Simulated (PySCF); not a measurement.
Ligand exchange on a metal centre used in film growth or etching (Ti F-NH2). All species are isolated molecules in the gas phase. One relaxed conformer stands for each flexible species; it need not be the lowest.

Quantity: redistribution energy (mixed species minus the weighted end members), in kJ/mol.

Level 1: B3LYP/LANL2DZ // r2SCAN-D4/def2-SVP (PySCF)
Level 2: M06-2X/6-31G* (LANL2DZ on Ti) // r2SCAN-D4/def2-SVP (PySCF)
Level 3: SVWN5/6-31G* (LANL2DZ on Ti) // r2SCAN-D4/def2-SVP (PySCF)
Level 4: HF/STO-3G // r2SCAN-D4/def2-SVP (PySCF)

| species | level 2 | level 3 | level 4 |
|---|---|---|---|
| 1 of 4 F replaced by NH2: [Ti(F)3(NH2)] | -15.96 | -13.57 | 2.07 |
| 3 of 4 F replaced by NH2: [Ti(F)(NH2)3] | -21.11 | -20.49 | 1.47 |
| 2 of 4 F replaced by NH2: [Ti(F)2(NH2)2] | -22.13 | -20.79 | 2.29 |

What does level 1 give for each?


- 1 of 4 F replaced by NH2: [Ti(F)3(NH2)]: -27.98
- 3 of 4 F replaced by NH2: [Ti(F)(NH2)3]: -31.15
- 2 of 4 F replaced by NH2: [Ti(F)2(NH2)2]: -38.02
